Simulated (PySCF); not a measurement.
## Electron correlation in Ne⁺ (neon, charge +1)

[He] 2s1 2p5 3s1, high-spin 4P determinant (an excited configuration). All numbers are calculated (PySCF 2.14, scalar relativity by spin-free X2C-1e, in aug-cc-pCVTZ-DK (7s6p4d2f, 59 functions)). Frozen: nothing; 9 electrons correlated.

```csv
level,correlation energy (mhartree)
CCSD,-252.50
(T),-17.39
CCSD(T),-269.89
```

Diagnostics: T1 = 0.0092, D1 = 0.0376, largest double amplitude 0.307.

**Question.** Is a single reference adequate?

**Answer.** Not fully. The outer electron is Rydberg-like, and this basis confines it to a smaller radius and binds it less than a complete one would. A double-excitation amplitude exceeds 0.15, a sign of near-degeneracy.
